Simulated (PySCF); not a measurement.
H2BiF, singlet, geometry from GFN2-xTB (such geometries of metal compounds can be far from the true shape) (core potentials on Bi), atoms displaced at random by about 0.08 Å a coordinate; TPSS/def2-SVP, gradient by finite differences (PySCF).

The PySCF input:
```python
from pyscf import gto, scf, dft

mol = gto.Mole()
mol.atom = '''
    Bi    0.04332282   -0.11567018    0.18716430
    H    -1.52297852    0.30390896   -1.08446882
    H     0.32051111   -1.62504008   -0.93946788
    F     1.06313118    1.23045807   -0.99167584
'''
mol.basis = 'def2-svp'
mol.ecp = {'Bi': 'def2-svp'}
mol.verbose = 4
mol.build()

mf = dft.RKS(mol)
mf.xc = 'tpss'
mf.conv_tol = 1e-11
mf.kernel()
scan, done = mf.as_scanner(), []
scan.scf_summary = {}
def energy(d):
    c = mol.atom_coords()
    c[1, 1] += d
    e = scan(mol.set_geom_(c, unit='Bohr', inplace=False))
    done.append(scan.converged)
    return e
h = 1e-5
fd = (energy(h) - energy(-h)) / (2 * h)
print('dE/dx =', fd)
```

**Question.** Write the output that PySCF gives for this input, abridged.

**Answer.** 
```
PySCF version 2.14.0

[INPUT] verbose = 4
[INPUT] num. atoms = 4
[INPUT] num. electrons = 34
[INPUT] charge = 0
[INPUT] spin (= nelec alpha-beta = 2S) = 0
[INPUT] symmetry False subgroup None
[INPUT] Mole.unit = angstrom
[INPUT] Symbol           X                Y                Z      unit          X                Y                Z       unit  Magmom
[...]
nuclear repulsion = 69.0304516215168
number of shells = 22
number of NR pGTOs = 99
number of NR cGTOs = 50
basis = def2-svp
ecp = {'Bi': 'def2-svp'}

******** <class 'pyscf.dft.rks.RKS'> ********
method = RKS
initial guess = minao
damping factor = 0
level_shift factor = 0
DIIS = <class 'pyscf.scf.diis.CDIIS'>
diis_start_cycle = 1
diis_space = 8
diis_damp = 0
SCF conv_tol = 1e-11
SCF conv_tol_grad = None
SCF max_cycles = 50
direct_scf = True
direct_scf_tol = 1e-13
XC library pyscf.dft.libxc version 7.1.2
    S. Lehtola, C. Steigemann, M. J. T. Oliveira, and M. A. L. Marques,  SoftwareX 7, 1–5 (2018)
XC functionals = tpss
    J. Tao, J. P. Perdew, V. N. Staroverov, and G. E. Scuseria,  Phys. Rev. Lett. 91, 146401 (2003)
    J. P. Perdew, J. Tao, V. N. Staroverov, and G. E. Scuseria,  J. Chem. Phys. 120, 6898 (2004)
    J. Tao, J. P. Perdew, V. N. Staroverov, and G. E. Scuseria,  Phys. Rev. Lett. 91, 146401 (2003)
    J. P. Perdew, J. Tao, V. N. Staroverov, and G. E. Scuseria,  J. Chem. Phys. 120, 6898 (2004)
radial grids:
    Treutler-Ahlrichs [JCP 102, 346 (1995); DOI:10.1063/1.469408] (M4) radial grids

becke partition: Becke, JCP 88, 2547 (1988); DOI:10.1063/1.454033
pruning grids: <function nwchem_prune>
grids dens level: 3
symmetrized grids: False
atomic radii adjust function: <function treutler_atomic_radii_adjust>
small_rho_cutoff = 0
Set gradient conv threshold to 3.16228e-06
Initial guess from minao.
tot grids = 57328
init E= -288.981019486858
[...]
cycle= 1 E= -314.219845179059  delta_E= -25.2  |g|= 2.11  |ddm|= 13.1
[...]
cycle= 2 E= -313.955546020866  delta_E= 0.264  |g|= 2.57  |ddm|= 8.25
[...]
cycle= 3 E= -315.491902952813  delta_E= -1.54  |g|= 0.342  |ddm|= 4.71
[...]
cycle= 4 E= -315.467252143029  delta_E= 0.0247  |g|= 0.487  |ddm|= 0.637
[...]
cycle= 5 E= -315.51074322785  delta_E= -0.0435  |g|= 0.0701  |ddm|= 0.439
[...]
cycle= 6 E= -315.512080119245  delta_E= -0.00134  |g|= 0.00843  |ddm|= 0.0933
[...]
cycle= 7 E= -315.512107942434  delta_E= -2.78e-05  |g|= 0.00358  |ddm|= 0.021
[...]
cycle= 8 E= -315.512115089089  delta_E= -7.15e-06  |g|= 0.00083  |ddm|= 0.00769
[...]
cycle= 9 E= -315.512115450041  delta_E= -3.61e-07  |g|= 0.000135  |ddm|= 0.00154
[...]
cycle= 10 E= -315.512115458875  delta_E= -8.83e-09  |g|= 4.61e-05  |ddm|= 0.000326
[...]
cycle= 11 E= -315.512115459879  delta_E= -1e-09  |g|= 8.02e-06  |ddm|= 8.41e-05
[...]
cycle= 12 E= -315.512115459895  delta_E= -1.64e-11  |g|= 4.84e-07  |ddm|= 8.41e-06
[...]
cycle= 13 E= -315.512115459896  delta_E= -4.55e-13  |g|= 9.47e-08  |ddm|= 1.02e-06
[...]
Extra cycle  E= -315.512115459896  delta_E= 2.84e-13  |g|= 2.01e-07  |ddm|= 3.13e-07
converged SCF energy = -315.512115459896
Create scanner for <class 'pyscf.dft.rks.RKS'>

WARN: Mole.unit (angstrom) is changed to Bohr

New geometry
   1 Bi     0.043322820000  -0.115670180000   0.187164300000 AA    0.081868264744  -0.218584960979   0.353689267296 Bohr
   2 H     -1.522978520000   0.303914251772  -1.084468820000 AA   -2.878012296395   0.574314701201  -2.049349060430 Bohr
   3 H      0.320511110000  -1.625040080000  -0.939467880000 AA    0.605678217780  -3.070880692641  -1.775336996026 Bohr
   4 F      1.063131180000   1.230458070000  -0.991675840000 AA    2.009026764686   2.325228760061  -1.873995741948 Bohr

******** <class 'pyscf.scf.hf.RKS_Scanner'> ********
method = RKS_Scanner
initial guess = minao
damping factor = 0
level_shift factor = 0
DIIS = <class 'pyscf.scf.diis.CDIIS'>
diis_start_cycle = 1
diis_space = 8
diis_damp = 0
SCF conv_tol = 1e-11
SCF conv_tol_grad = None
SCF max_cycles = 50
direct_scf = True
direct_scf_tol = 1e-13
XC library pyscf.dft.libxc version 7.1.2
    S. Lehtola, C. Steigemann, M. J. T. Oliveira, and M. A. L. Marques,  SoftwareX 7, 1–5 (2018)
XC functionals = tpss
    J. Tao, J. P. Perdew, V. N. Staroverov, and G. E. Scuseria,  Phys. Rev. Lett. 91, 146401 (2003)
    J. P. Perdew, J. Tao, V. N. Staroverov, and G. E. Scuseria,  J. Chem. Phys. 120, 6898 (2004)
    J. Tao, J. P. Perdew, V. N. Staroverov, and G. E. Scuseria,  Phys. Rev. Lett. 91, 146401 (2003)
    J. P. Perdew, J. Tao, V. N. Staroverov, and G. E. Scuseria,  J. Chem. Phys. 120, 6898 (2004)
radial grids:
    Treutler-Ahlrichs [JCP 102, 346 (1995); DOI:10.1063/1.469408] (M4) radial grids

becke partition: Becke, JCP 88, 2547 (1988); DOI:10.1063/1.454033
pruning grids: <function nwchem_prune>
grids dens level: 3
symmetrized grids: False
atomic radii adjust function: <function treutler_atomic_radii_adjust>
small_rho_cutoff = 0
Set gradient conv threshold to 3.16228e-06
tot grids = 57328
init E= -315.512115210481
[...]
cycle= 1 E= -315.512115357298  delta_E= -1.47e-07  |g|= 7.22e-07  |ddm|= 2.34e-06
[...]
cycle= 2 E= -315.512115357297  delta_E= 9.09e-13  |g|= 1.57e-06  |ddm|= 2.49e-06
[...]
Extra cycle  E= -315.512115357294  delta_E= 2.79e-12  |g|= 3.97e-06  |ddm|= 5.27e-06
converged SCF energy = -315.512115357294

WARN: Mole.unit (angstrom) is changed to Bohr

New geometry
   1 Bi     0.043322820000  -0.115670180000   0.187164300000 AA    0.081868264744  -0.218584960979   0.353689267296 Bohr
   2 H     -1.522978520000   0.303903668228  -1.084468820000 AA   -2.878012296395   0.574294701201  -2.049349060430 Bohr
   3 H      0.320511110000  -1.625040080000  -0.939467880000 AA    0.605678217780  -3.070880692641  -1.775336996026 Bohr
   4 F      1.063131180000   1.230458070000  -0.991675840000 AA    2.009026764686   2.325228760061  -1.873995741948 Bohr

******** <class 'pyscf.scf.hf.RKS_Scanner'> ********
method = RKS_Scanner
initial guess = minao
damping factor = 0
level_shift factor = 0
DIIS = <class 'pyscf.scf.diis.CDIIS'>
diis_start_cycle = 1
diis_space = 8
diis_damp = 0
SCF conv_tol = 1e-11
SCF conv_tol_grad = None
SCF max_cycles = 50
direct_scf = True
direct_scf_tol = 1e-13
XC library pyscf.dft.libxc version 7.1.2
    S. Lehtola, C. Steigemann, M. J. T. Oliveira, and M. A. L. Marques,  SoftwareX 7, 1–5 (2018)
XC functionals = tpss
    J. Tao, J. P. Perdew, V. N. Staroverov, and G. E. Scuseria,  Phys. Rev. Lett. 91, 146401 (2003)
    J. P. Perdew, J. Tao, V. N. Staroverov, and G. E. Scuseria,  J. Chem. Phys. 120, 6898 (2004)
    J. Tao, J. P. Perdew, V. N. Staroverov, and G. E. Scuseria,  Phys. Rev. Lett. 91, 146401 (2003)
    J. P. Perdew, J. Tao, V. N. Staroverov, and G. E. Scuseria,  J. Chem. Phys. 120, 6898 (2004)
radial grids:
    Treutler-Ahlrichs [JCP 102, 346 (1995); DOI:10.1063/1.469408] (M4) radial grids

becke partition: Becke, JCP 88, 2547 (1988); DOI:10.1063/1.454033
pruning grids: <function nwchem_prune>
grids dens level: 3
symmetrized grids: False
atomic radii adjust function: <function treutler_atomic_radii_adjust>
small_rho_cutoff = 0
Set gradient conv threshold to 3.16228e-06
tot grids = 57328
init E= -315.512115856118
[...]
cycle= 1 E= -315.512115562464  delta_E= 2.94e-07  |g|= 1.08e-05  |ddm|= 1.35e-05
[...]
cycle= 2 E= -315.512115562317  delta_E= 1.47e-10  |g|= 2.88e-05  |ddm|= 3.31e-05
[...]
cycle= 3 E= -315.512115562489  delta_E= -1.72e-10  |g|= 1.32e-06  |ddm|= 2.37e-05
[...]
cycle= 4 E= -315.51211556249  delta_E= -1.19e-12  |g|= 1.16e-07  |ddm|= 2.41e-06
[...]
Extra cycle  E= -315.512115562491  delta_E= -3.41e-13  |g|= 1.7e-07  |ddm|= 5.06e-07
converged SCF energy = -315.512115562491
dE/dx = 0.010259827831760049
```
